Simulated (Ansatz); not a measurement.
Start from `[F][Zn][Cl]` and change one atom or group to get `[SH][Zn][Cl]`.

Ansatz, PBE0-D4/def2-TZVP geometries, multiplicity 1. Each molecule was computed in one conformer, which needn't be the lowest.

Scalar relativity is left out up to krypton.

```csv
property,`[F][Zn][Cl]`
size of the dipole moment (PBE/def2-TZVPP) / D,0.65
HOMO energy (ωB97M-V/def2-TZVPP) / eV,-11.72
LUMO energy (B3LYP/def2-TZVPP) / eV,-2.16
"ideal-gas entropy at 298 K and 1 bar (rigid rotor, harmonic PBE0-D4/def2-TZVP) / J/(mol·K)",271
LUMO energy (PBE0/def2-TZVPP) / eV,-1.79
HOMO energy (PBE0/def2-TZVPP) / eV,-9.43
```

(1) Give the same properties after the change, and the shifts. (Estimate.)

Results:

(1) Computed: 
```csv
property,`[SH][Zn][Cl]`,shift
size of the dipole moment (PBE/def2-TZVPP) / D,1.21,0.56
HOMO energy (ωB97M-V/def2-TZVPP) / eV,-9.92,1.80
LUMO energy (B3LYP/def2-TZVPP) / eV,-1.60,0.56
"ideal-gas entropy at 298 K and 1 bar (rigid rotor, harmonic PBE0-D4/def2-TZVP) / J/(mol·K)",306,35
LUMO energy (PBE0/def2-TZVPP) / eV,-1.29,0.50
HOMO energy (PBE0/def2-TZVPP) / eV,-7.74,1.69
```

With PBE0 the HOMO rises by 1.69 eV and the LUMO rises by 0.50 eV, so the gap narrows by about 1.19 eV. PBE moves the HOMO by 1.45 eV and ωB97M-V by 1.80 eV. The zero-point energy changes by 18.0 kJ/mol with +2 modes. Dipoles are sizes alone; their direction can turn.

B3LYP here is the variant with VWN-RPA as its local correlation; programs differ in this.
